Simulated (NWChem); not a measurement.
# SnH₂O, singlet; SMILES [OH][SnH]

```xyz
4

Sn     0.0383    -0.3053     0.0000
H     -1.7629    -0.4000     0.0000
O      0.0804     1.6956     0.0000
H     -0.7949     2.1003     0.0000
```
Atoms are numbered in this order, from 1.

Low-valent species are run as closed-shell singlets; no triplet was tried in these runs. All runs use the structure optimised with PBE0/def2-SVP. No frequency run checked for a minimum. def2 effective core potentials on Sn; no spin-orbit coupling.

Symmetry labels are those of Cs in the frame above (b1 and b2, or b-type labels, depend on it).

Question: List the 4 lowest vertical singlet excitations from CAM-B3LYP/def2-SVPD with def2 effective core potentials on Sn, TDA (NWChem).

Answer: 
```tsv
state	energy (eV)	oscillator strength	symmetry	leading excitation (squared amplitude)
S1	3.20	0.028	a"	HOMO → LUMO (0.97)
S2	5.04	0.027	a"	HOMO−1 → LUMO (0.97)
S3	5.38	0.050	a'	HOMO → LUMO+1 (0.89)
S4	5.78	0.028	a'	HOMO−2 → LUMO (0.84)
```
